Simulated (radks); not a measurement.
Charge is removed step by step from the 4s level of As+, starting from [Ar] 3d10 4s2 4p2. Calculated with a radial shooting solver on a logarithmic mesh with Libxc functionals: scalar-relativistic Kohn-Sham, r2SCAN, spin-unpolarised, spherical densities, finite nucleus; meta-GGA in the generalised Kohn-Sham scheme; Fermi nuclear charge, rms radius 4.0968 fm.

| removed (e) | E - E(0) (eV) | eigenvalue (eV) | E minus straight line (eV) |
|---|---|---|---|
| 0 | 0.000 | -23.891 | 0.000 |
| 0.25 | 6.299 | -26.518 | -1.007 |
| 0.5 | 13.261 | -29.196 | -1.350 |
| 0.75 | 20.899 | -31.920 | -1.018 |
| 1 | 29.222 | -34.682 | 0.000 |

Removing the whole electron costs 29.222 eV by Delta-SCF, against 23.891 eV from minus the eigenvalue at the starting occupation. Slater's transition state (half an electron removed) gives 29.196 eV. Integrating minus the eigenvalue over the occupation (Janak's theorem) gives 29.226 eV. In this scalar-relativistic scheme the density is built from large components alone, so the theorem holds only approximately. The mean slope of the eigenvalue, de/dn, is 10.8 eV per electron.
